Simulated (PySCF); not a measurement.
## Level sweep

Compound: CH7ClSi2.
SMILES with atom numbers: `[CH3:1][SiH2:2][SiH2:3][Cl:4]` (hydrogens: H5, H6, H7 on C1; H8, H9 on Si2; H10, H11 on Si3)

Geometry (PBE0-D3(BJ)/def2-SVP, Å), atoms numbered from 1 in this order:
```xyz
11
CH7ClSi2 angstrom
C      0.7943    1.2640    0.1158
Si     2.1843    0.3220   -0.7397
Si     4.2608    1.3598   -0.4218
Cl     5.6852    0.2490   -1.4563
H      0.6995    2.2820   -0.2916
H      0.9765    1.3405    1.1984
H     -0.1659    0.7463   -0.0327
H      2.2911   -1.0709   -0.2035
H      1.9433    0.2386   -2.2139
H      4.6589    1.4036    1.0177
H      4.2878    2.7556   -0.9541
```

PySCF, dipoles from the SCF density, polarisabilities from static response with core orbitals frozen. Isolated species at its PBE0-D3(BJ)/def2-SVP geometry (one conformer only).

The anisotropy is √(½[(α1 − α2)² + (α2 − α3)² + (α3 − α1)²]).

```
              level  μ (D)  α (au)  anisotropy (au)
      LDA/def2-SVPD  2.522   90.26            31.46
      PBE/def2-SVPD  2.472   88.41            30.90
    B3LYP/def2-SVPD  2.498   85.64            28.28
     PBE0/def2-SVPD  2.540   85.05            28.18
BHandHLYP/def2-SVPD  2.563   82.33            25.68
CAM-B3LYP/def2-SVPD  2.543   84.21            26.62
  wB97X-D/def2-SVPD  2.555   84.02            26.77
  LC-wPBE/def2-SVPD  2.600   82.18            25.39
       HF/def2-SVPD  2.630   78.67            22.34
        PBE0/6-31G*  2.896   68.03            25.27
       PBE0/6-31+G*  2.826   75.31            24.52
      PBE0/def2-SVP  2.438   71.64            22.08
   PBE0/aug-cc-pVDZ  2.530   86.16            29.01
     PBE0/def2-TZVP  2.405   80.31            27.45
    PBE0/def2-TZVPD  2.443   86.21            28.82
```

The dipole runs from 2.41 D (PBE0/def2-TZVP) to 2.90 D (PBE0/6-31G*). No reference polarisability is at hand; against PBE0 in the largest diffuse basis at hand (def2-TZVPD) the other PBE0 rows deviate by 6-31G* -21%, 6-31+G* -13%, def2-SVP -17%, def2-SVPD -1%, aug-cc-pVDZ 0%, def2-TZVP -7%. In one basis (def2-SVPD) the functionals order the polarisability from HF (lowest) to LDA (highest), a spread of 15%. With PBE0 the polarisability is 73.33 au without diffuse functions (mean of 6-31G*, def2-SVP and def2-TZVP) and 83.18 au with them (mean of 6-31+G*, def2-SVPD, aug-cc-pVDZ and def2-TZVPD).

Without π bonds the low states are Rydberg-like; a valence basis with one diffuse set may place them up to an eV too high.
